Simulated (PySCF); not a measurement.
Mg(F)(Me) (CH₃FMg), SMILES [CH3][Mg][F]. Atoms are numbered in the order given.

```xyz
6

Mg     0.0000     0.0000    -0.1335
F      0.0000     0.0000    -1.8946
C      0.0000     0.0000     1.9371
H      0.8797     0.5079     2.3438
H      0.0000    -1.0158     2.3438
H     -0.8797     0.5079     2.3438
```
Charge 0, spin multiplicity 1.

Geometry optimised at r2SCAN-D4/def2-TZVP.

These are HF/pcSseg-2 (PySCF) values and carry that method's errors.

GIAO shieldings, no solvent; atoms alike by connectivity are averaged. δ = σ(ref) − σ: ¹⁹F against CFCl3 (σ = 237.3 ppm); ¹³C against TMS (σ = 193.3 ppm); ¹H against TMS (σ = 31.98 ppm), references at their B3LYP-D3(BJ)/def2-TZVP geometries, non-relativistic.

**Question.** Estimate the chemical shifts. (An estimate is asked for; the answer gives what the named calculation found.)

**Answer.** 
| nucleus | atoms | count | δ (ppm) |
|---|---|---|---|
| ¹⁹F | F2 | 1 | -183.9 |
| ¹³C | C3 | 1 | -24.5 |
| ¹H | H4, H5, H6 | 3 | -0.82 |
